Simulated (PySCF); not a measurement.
ClH2MoNS2, SMILES [NH]=[Mo](=[S])([SH])[Cl], multiplicity 1. Atoms are numbered in the order given.

```xyz
7

Mo     0.1252    -0.0976    -0.1268
N      0.8100    -1.1372    -1.3278
H      1.5414    -1.7823    -1.6583
S      1.3177    -0.1339     1.6365
Cl    -0.0416     2.0294    -0.9471
S     -1.9182    -1.1305     0.2967
H     -2.1569    -0.4267     1.4448
```
Charge 0, spin multiplicity 1.

Geometry optimised at PBE-D3(BJ)/def2-SVP. The spin state was assumed, not searched. The structure was generated by enumeration; whether it is a known compound was not checked. The def2 effective core potentials stand for the cores of Mo; spin–orbit coupling is left out. The values are those of a single conformer.

Computed with M06-2X/def2-TZVP run with PySCF.

Computed frontier levels, gap, dipole moment and polarisability:
- highest occupied level = -8.87 eV
- lowest empty level = -2.51 eV
- orbital gap = 6.36 eV
- dipole moment = 1.62 D
- quadrupole, principal values (traceless, Buckingham form, about the centre of nuclear charge) = -7.62, -5.70, 13.32 D·Å
- mean static polarisability = 103.4 bohr³ (15.32 Å³)
- polarisability, principal values = 90.5, 103.5, 116.2 bohr³
